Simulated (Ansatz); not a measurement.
Frontier orbitals of B$_{2}$ClH$_{5}$OSSi, SMILES `BO[Si](B)(S)Cl`.

```tsv
atom	x (Å)	y (Å)	z (Å)
B1	0.472	0.264	2.146
O2	0.694	0.857	0.956
Si3	0.195	0.808	-0.600
B4	0.258	-0.708	-1.787
S5	-1.607	-0.541	-0.834
Cl6	-0.315	2.710	-1.103
H7	1.192	0.546	3.059
H8	-0.429	-0.524	2.264
H9	0.804	-1.713	-1.446
H10	0.042	-0.470	-2.938
H11	-1.307	-1.229	0.283
```

Total charge 0; spin multiplicity 1. Geometry: relaxed with PBE0-D4/def2-TZVP. It is one conformer, not always the lowest. Basis def2-TZVPP, Ansatz 0.2.0.

Orbital energies of one run (eV). Highest occupied ones, from the top: -10.06, -11.47, -11.92, -12.37, -12.89, -13.08, -13.71, -14.83, -15.05, -15.65, -16.13, -16.73, -18.43, -20.52. Empty: 1.04, 1.66, 2.20, 2.40, 2.75, 2.97.

(1) Which functional gave them?
A. BLYP
B. LC-ωPBE
C. B3LYP
D. CAM-B3LYP

Results:

(1) B. HOMO energies: LC-ωPBE -10.06, CAM-B3LYP -8.78, BLYP -6.30, B3LYP -7.33 eV.

B3LYP here is the variant with VWN-RPA as its local correlation; programs differ in this. LC-ωPBE has ω = 0.4 bohr⁻¹.
